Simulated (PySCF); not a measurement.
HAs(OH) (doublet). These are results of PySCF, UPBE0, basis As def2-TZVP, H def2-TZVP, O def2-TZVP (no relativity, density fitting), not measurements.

Harmonic bands of its minimum:

| ω (cm⁻¹) | IR (km/mol) |
| --- | --- |
| 303 | 89.8 |
| 689 | 109 |
| 801 | 23.6 |
| 1001 | 29.1 |
| 2131 | 173 |
| 3890 | 85.8 |

**Question.** The central atom is As. Infer the point group and assign the bands.

**Answer.** Cs. The modes span a'' + 5a': 303 a'', 689 a', 801 a', 1001 a', 2131 a', 3890 a'. The computed geometry has As–H 1.539 Å, As–O 1.789 Å, O–H 0.960 Å; As–O–H 112.1°, H–As–O 96.8°.

This need not be the most stable arrangement of these atoms.
